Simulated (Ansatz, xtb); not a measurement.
## Isomers of GaH6O3P in order of energy

5 gas-phase structures of GaH6O3P, from a drawn sample of its isomers (lower ones may exist). Each was relaxed with GFN2-xTB; where two conformers were screened, the lower at r2SCAN-D4/def2-SVP is listed:

A. a singlet given by its coordinates
B. `[OH][GaH2-][PH+](O)O`, a singlet
C. `O[PH2+][GaH-]([OH])[OH]`, a singlet
D. a singlet given by its coordinates
E. `O[P+](O)(O)[GaH3-]`, a singlet

D (Å):

```yaml
atoms:
  - { symbol: Ga, position_ang: [0.7380, -0.7136, 0.4331] }
  - { symbol: O, position_ang: [-2.0673, -0.1050, 2.2263] }
  - { symbol: O, position_ang: [-0.4480, 0.8817, 0.5475] }
  - { symbol: O, position_ang: [-0.2600, -1.6824, 1.6262] }
  - { symbol: P, position_ang: [-1.6788, 1.1127, 1.3788] }
  - { symbol: H, position_ang: [-1.3074, -0.8644, 2.0195] }
  - { symbol: H, position_ang: [-1.4821, 2.1883, 2.2257] }
  - { symbol: H, position_ang: [-2.7477, 1.4301, 0.5609] }
  - { symbol: H, position_ang: [0.5735, -1.2122, -1.0136] }
  - { symbol: H, position_ang: [2.0765, -0.2447, 1.0315] }
  - { symbol: H, position_ang: [-0.2415, -2.5562, 2.0130] }
```

Close contacts (Å): Ga1–O3 1.99, Ga1–O4 1.83, O2–P5 1.53, O3–P5 1.50, Ga1–H9 1.54, Ga1–H10 1.54, O2–H6 1.09, O4–H11 0.96, P5–H7 1.38, P5–H8 1.38.

A (Å):

```xyz
11

Ga    0.9071   -1.0500    0.8767
O    -0.4733   -0.1725    1.6941
O     2.1996    0.0512    0.5668
O    -0.4636   -1.0120   -0.6736
P    -1.6344   -0.1953   -0.2334
H    -0.5965    0.2981    2.5182
H     1.0502   -2.5030    1.2356
H     3.0044   -0.0263    0.0638
H    -2.4412   -0.1564   -1.3724
H    -1.4271    1.1397   -0.0023
H    -2.4824   -0.7598    0.6832
```

Close contacts (Å): Ga1–O2 1.83, Ga1–O3 1.73, Ga1–O4 2.07, Ga1–P5 2.90, O4–P5 1.49, Ga1–H7 1.50, O2–H6 0.96, O3–H8 0.95, P5–H9 1.40, P5–H10 1.37, P5–H11 1.37.

Estimate their order in r2SCAN-D4/def2-SVP energy at these geometries, lowest first.

Calculated order at r2SCAN-D4/def2-SVP: D (0.0), A (13.6), B (20.8), E (23.1), C (24.0) kcal/mol. Less than 1 kcal/mol parts E and C, so the order within that pair means little.

Energies above the lowest of each column, in kcal/mol:

| structure | GFN2-xTB | HF/STO-3G | r2SCAN-D4/def2-SVP |
| --- | --- | --- | --- |
| D | 0.0 | 21.7 | 0.0 |
| A | 4.0 | 29.5 | 13.6 |
| B | 15.6 | 5.4 | 20.8 |
| E | 23.7 | 6.0 | 23.1 |
| C | 15.1 | 0.0 | 24.0 |

r2SCAN-D4/def2-SVP puts D lowest; HF/STO-3G picks C. Some further structures that were screened fall inside this span and aren't listed. Flexible structures stand in one conformer each, not always the lowest. No reliable frequencies are at hand for these structures.

Over these structures GFN2-xTB departs from r2SCAN-D4/def2-SVP by 3.9 kcal/mol on average once a common shift is removed. A GFN2-xTB relaxation took about 0.18 s and the r2SCAN-D4/def2-SVP energy about 2.4 s on a shared host (Ansatz 0.2.0, xtb 6.7.1).
